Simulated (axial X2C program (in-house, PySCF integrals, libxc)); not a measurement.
# Worked dissociation energy of HBr: PBE0, with spin–orbit coupling

All values were computed with an in-house all-electron X2C program for linear molecules (integrals from PySCF). Two-component (2c) means X2C with spin–orbit coupling and atomic mean-field two-electron Coulomb and Gaunt terms. Basis: Br dyall-cv3z [8s9p6d4f1g], H dyall-v3z [6s2p1d] (cores contracted in-house); Gaussian nuclei, density fitting, unrestricted open shells. Masses: Br 78.918 u, H 1.008 u.

Molecular state: Ω = 0 (closed shell).

- E(Br) (2M_J = 3): -2605.111283 hartree
- E(H) (2M_J = 1): -0.501324 hartree
- E(HBr) at Re: -2605.753690 hartree
- ωe: 2650.3 cm⁻¹
- ωexe: 41.1 cm⁻¹

Problem. Work out De and D0.

Solution. De = -2605.111283 + (-0.501324) − (-2605.753690) = 0.14108 hartree = 3.839 eV. The zero-point energy is ωe/2 − ωexe/4 = 1315 cm⁻¹ = 0.163 eV, so D0 = 3.676 eV.

The state is one determinant whose occupation by symmetry is held fixed; it was picked as the lowest of a PBE0 search that is not exhaustive. Closed shells are restricted here (equal orbitals for both partners); the stretched side of such a curve lies too high. Dissociation energies refer to the lowest single-determinant-based atoms at the same level and basis. The functionals have no current-density term, which raises determinants with orbital currents, atoms included.

Each atomic determinant is the lowest at this level and need not be a pure J level. Totals compare only within one Hamiltonian and basis.
